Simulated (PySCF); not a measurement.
[TeCl3]+, singlet: molecular constants

Computed with PBE/[Te def2-SVP with ECP28, Cl def2-SVP], scalar-relativistic core potentials, density fitting, no spin–orbit coupling, PySCF.

The structure is a minimum.

```xyz
4
charge 1 multiplicity 1, angstrom
Te    0.0000    0.0000   -0.4757
Cl    2.0705    0.0000    0.5888
Cl   -1.0352    1.7931    0.5888
Cl   -1.0352   -1.7931    0.5888
```

```json
{
  "Point group": "C3v",
  "Bond lengths": "Te–Cl 2.328 Å (×3)",
  "Bond angles": "Cl–Te–Cl 100.7° (×3)",
  "Rotational constants": "0.05801, 0.05801, 0.03748 cm⁻¹",
  "Highest occupied level": "-13.50 eV",
  "Zero-point energy": "9.2 kJ/mol",
  "Rotational symmetry number": "3",
  "Lowest empty level": "-9.67 eV",
  "Principal polarisabilities": "43.1, 73.1, 73.1 bohr³",
  "Enthalpy at 298.15 K above 0 K": "17.86 kJ/mol",
  "Principal quadrupole moments (Buckingham, traceless) about the centre of mass": "-2.08, 1.04, 1.04 D Å",
  "Heat capacity Cp at 298.15 K": "76.2 J/(mol K)",
  "Entropy at 298.15 K and 1 bar": "339.5 J/(mol K)",
  "Dipole moment about the centre of mass": "1.52 D"
}
```

Harmonic modes (masses in u: Te 129.906, Cl 34.969):
```csv
symmetry,ω (cm⁻¹),"IR (km/mol, summed over degenerate members)"
e,116,1.5
a1,144,2.4
e,388,83.4
a1,388,5.3
```

In C3v the vibrations span 2e + 2a1.

Charges (e):
```tsv
atom	Mulliken	Löwdin	polar tensor	Mayer order to Te1
Te1	1.02	0.73	1.66	–
Cl2,3,4	-0.01	0.09	-0.22	1.19
```

Mulliken populations on Te1 (electrons outside its core potential): s 3.87, p 8.76, d 10.35.

Counting electrons, tellurium keeps 2 of its valence electrons outside its bonds, so the VSEPR class is AX3E1 and the expected shape is trigonal pyramidal (C3v), as computed.

Only a few start shapes were tried, so a lower isomer may exist.

The final relaxation and frequency run took 34 s on 2 threads of a shared Arm Neoverse N1 host, with 80 basis functions and 8 gradients; the process peaked at 0.82 GiB.
